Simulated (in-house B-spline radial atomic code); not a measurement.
**Ti: [Ar] (3d5/2)2 4s1 (7f7/2)1 (an excited or competing configuration)**

Computed with a radial B-spline atomic code at the basis-set limit: Dirac-Hartree-Fock, average of the jj configuration, Fermi nucleus of rms radius 3.5921 fm.

Effective charges: Z_r = [3n² - l(l+1)]/(2<r>) from the radius, Z_e = n√(-2ε) from the energy, and Slater's rules. Values are occupation-weighted means over j.

```
shell  electrons    ε (eV)  <r> (bohr)    Z_r    Z_e  Slater
   1s          2   -5026.7     0.06953  21.57  19.22   21.70
   2s          2   -596.17      0.3223  18.62  13.24   17.85
   2p          6   -491.83      0.2886  17.33  12.02   17.85
   3s          2   -85.838       1.007  13.41   7.54   10.75
   3p          6   -55.719       1.089  11.48   6.07   10.75
   3d          2     -17.5       1.458   7.20   3.40    3.65
   4s          1   -12.227       3.326   7.22   3.79    3.50
   7f          1  -0.27811       67.36   1.00   1.00    1.00
```

The least bound orbital is 7f7/2 at -0.2781 eV, and it is also the most diffuse (<r> = 67.36 bohr).

For the 1s electron the small component carries 0.621 % of the norm, the zero-frequency Breit interaction raises the level by 4.898 eV, self-energy by 2.319 eV, and vacuum polarisation lowers it by 0.1802 eV.
